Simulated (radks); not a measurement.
The numbers below are computed, except where a source is named.
The nuclear charge of the osmium ion Os+ is varied continuously with 75 electrons held in [Xe] 4f14 5d6 6s1. Level of theory: Dirac Kohn-Sham, LDA (Slater exchange, Perdew-Wang correlation), spin-unpolarised, spherical densities, point nucleus; open shells are shared between the two j in proportion to 2j + 1 (a radial shooting solver on a logarithmic mesh with Libxc functionals). By the Hellmann-Feynman theorem dE/dZ = E(electron-nucleus)/Z, the electronic potential at the nucleus.

Z     E (hartree)  E(electron-nucleus)/Z (hartree)   HOMO  e(HOMO) (eV)  <r> HOMO (bohr)
75.5  -16988.3354                         -563.450  5d5/2        -8.577            1.908
75.6  -17044.7392                         -564.626  5d5/2        -9.602            1.881
75.7  -17101.2607                         -565.803  5d5/2       -10.654            1.855
75.8  -17157.8999                         -566.980  6s1/2       -11.727            2.830
75.9  -17214.6568                         -568.158  6s1/2       -12.588            2.796
76    -17271.5315                         -569.337  6s1/2       -13.466            2.763
76.1  -17328.5241                         -570.516  6s1/2       -14.362            2.732
76.2  -17385.6347                         -571.696  6s1/2       -15.275            2.702
76.3  -17442.8632                         -572.876  6s1/2       -16.204            2.672
76.4  -17500.2099                         -574.057  6s1/2       -17.150            2.644
76.5  -17557.6747                         -575.239  6s1/2       -18.111            2.616
76.6  -17615.2578                         -576.422  6s1/2       -19.088            2.590
76.7  -17672.9592                         -577.606  6s1/2       -20.081            2.564
76.8  -17730.7791                         -578.791  6s1/2       -21.088            2.538
76.9  -17788.7174                         -579.976  6s1/2       -22.111            2.514
77    -17846.7743                         -581.162  6s1/2       -23.148            2.490

The central difference of E at Z = 76 is -569.337 hartree, to compare with the third column; the second derivative is -11.8 hartree.
